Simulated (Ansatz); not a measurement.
# AgO, doublet: energies of several shapes or isomers

Computed with Ansatz's Gaussian-basis code (development build). Basis cc-pwCVTZ-PP on Ag, cc-pVTZ on O, scalar-relativistic core potentials (28 electrons on Ag), no spin–orbit coupling, 1 orbital frozen in the corrections; active space CAS(17,10). Restricted Hartree–Fock, then the lowest state-specific CASSCF solution met for each case. Coupled cluster stands on the determinant that it favours, not always the lowest RHF. Single-reference values can break down or jump between states where bonds are stretched. Unlike active orbitals can shift such differences by tenths of an eV, at times by over 1 eV.

Case A: bond length 2.3034 Å.

Case B: bond length 2.0030 Å.

Energy less that of case A, in eV:

```json
{"case": "B", "RHF/ROHF": "-0.240", "CASSCF": "-0.088", "CCSD(T)": "-0.387"}
```

**Question.** What does SC-NEVPT2 give for these differences?

**Answer.** B: -0.320 eV (-7.4 kcal/mol).
